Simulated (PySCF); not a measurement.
C₁₀H₈S₂, SMILES C1=CC(=C2C=CSC=C2)C=CS1. Heavy atoms are numbered as in [CH:1]1=[CH:2][C:3](=[C:4]2[CH:5]=[CH:6][S:7][CH:8]=[CH:9]2)[CH:10]=[CH:11][S:12]1. Hydrogens are named by the atom that carries them.

Geometry optimised at B3LYP-D3(BJ)/def2-SVP.

Calculation: PBE/pcSseg-1 in PySCF.

GIAO shieldings, no solvent; atoms alike by connectivity are averaged. δ = σ(ref) − σ: ¹³C against TMS (σ = 182.0 ppm); ³³S against H2S (σ = 706.5 ppm); ¹H against TMS (σ = 31.49 ppm), references at their B3LYP-D3(BJ)/def2-TZVP geometries, non-relativistic.

Computed chemical shifts:
```tsv
nucleus	atoms	count	δ (ppm)
¹³C	C2 (CH)	4	128.3
¹³C	C1 (CH)	4	125.1
¹³C	C3	2	119.9
³³S	S7	2	331.8
¹H	H on C2	4	6.64
¹H	H on C1	4	5.87
```
